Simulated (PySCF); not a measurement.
Isomers of C5H5NO, one GFN2-xTB conformer each. Single-point energies are computed at PBE0/pcSseg-1 (PySCF, gas phase, no added dispersion term), electronic only.

Question: Rank them by PBE0/pcSseg-1 energy, lowest first (kJ/mol).
A. `[CH2:1]=[CH:2][c:3]1[cH:4][n:5][o:6][cH:7]1` with C1–C2–C3–C4 0°
B. `[C@H]1(CCC1=O)C#N`
C. `[O:1]=[CH:2][c:3]1[cH:4][cH:5][cH:6][nH:7]1` with O1–C2–C3–C4 180°

Answer: C (0.0), B (118.9), A (199.6).

As drawn, the lowest has a C=O bond and an N–H bond, which the highest lacks; the highest has an N–O linkage and a C=C bond outside aromatic rings, which the lowest lacks. GFN2-xTB itself gives, in the same order: 0.0, 117.7, 147.2. Both levels put the same isomer lowest; measured from each level's own lowest isomer, the values differ by up to 52.4 kJ/mol (C=Cc1cnoc1: 147.2 against 199.6).

Q: Which frontier levels, dipoles and rotational constants go with these structures?

A: 
```
          SMILES  HOMO (eV, PBE0/pcSseg-1)  LUMO (eV)  dipole (D)     A, B, C (MHz)
   O=Cc1ccc[nH]1                     -6.86      -1.36        2.82  8009, 2100, 1663
N#C[C@@H]1CCC1=O                     -7.96      -1.49        4.92  4401, 2405, 1750
      C=Cc1cnoc1                     -7.06      -0.91        2.91  8299, 2006, 1616
```
